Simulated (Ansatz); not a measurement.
Abridged output of a molecular run in Ansatz:

```
Functional definition: HF
1150 factors; integrals over basis functions are off by at most 8.6e-4 eV
mean field evaluation 1: about -13030.3100 eV, gradient 4.2e1 eV
mean field evaluation 2: about -13030.5680 eV, gradient 4.2e1 eV
mean field evaluation 4: about -13034.0452 eV, gradient 3.8e0 eV
mean field evaluation 8: about -13034.1097 eV, gradient 4.8e-1 eV
mean field evaluation 16: about -13034.1113 eV, gradient 2.0e-6 eV
mean field -13034.11129689 eV, -478.9947553227 hartree, gradient 2.0e-6 eV, S^2 0.000000; 0 other end points of the search recorded, 0 dependent functions left out
8 core orbitals not correlated: weight in the atoms' cores, before any rotation towards them, 1.000 or more for the frozen orbitals, at most 0.000 for the correlated occupied ones
reference -13034.11129689 eV, -478.9947553227 hartree; 12, 12 occupied and 171, 171 virtual orbitals, 1150 factors
second order -20.24650201 eV of doubles, -0.00000000 eV of singles
cycle   1  -20.17435071 eV  change    7.2e-2 eV  update   1.2e-1
cycle   2  -20.76247285 eV  change   -5.9e-1 eV  update   3.6e-2
cycle   3  -20.91157091 eV  change   -1.5e-1 eV  update   1.9e-2
cycle   4  -20.89007406 eV  change    2.1e-2 eV  update   4.5e-3
cycle   5  -20.88961792 eV  change    4.6e-4 eV  update   2.0e-3
cycle   6  -20.89059026 eV  change   -9.7e-4 eV  update   5.3e-4
cycle   7  -20.89030168 eV  change    2.9e-4 eV  update   2.1e-4
cycle   8  -20.89021641 eV  change    8.5e-5 eV  update   5.9e-5
cycle   9  -20.89024172 eV  change   -2.5e-5 eV  update   2.3e-5
perturbative correction -0.83333431 eV, -0.0306244711 hartree
Total energy: -13055.83487292 eV, -479.7930820172 hartree
```

Its atoms:

Z-matrix (Å, degrees):
```
Si
O 1 1.698
H 1 1.479 2 102.8
H 1 1.479 2 110.2 3 -118.2
H 1 1.479 2 110.2 3 118.2
C 2 1.330 1 117.6 3 -180.0
O 6 1.198 2 124.3 1 0.0
H 6 1.099 2 111.4 1 -180.0
```

(1) Which basis set was used?
A. cc-pV(Q+d)Z
B. def2-TZVPP
C. cc-pV(D+d)Z
D. def2-TZVPPD

(2) Write the keys of the input that set method, charge and spin (a neutral closed shell needs none for the last two).

Answers

(1) B. It gives 191 functions.

(2) 
```yaml
correlation: {method: ccsd_t}
```
